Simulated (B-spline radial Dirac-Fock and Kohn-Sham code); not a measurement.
The computed values come from a radial B-spline solver: Dirac-Fock energy differences between relaxed states, corrected for Breit and QED terms. Free neutral atoms.

Question: Order these X-ray lines by photon energy, lowest first.
A. Pm Kα2
B. La Kβ2'
C. Ce Kα2
D. Ce Kβ2''
E. Nd Kα2
F. Re Kα1

Answer: C (34275.9 eV), E (36844.9 eV), A (38169.3 eV), B (38719.2 eV), D (40204.0 eV), F (61136.6 eV).
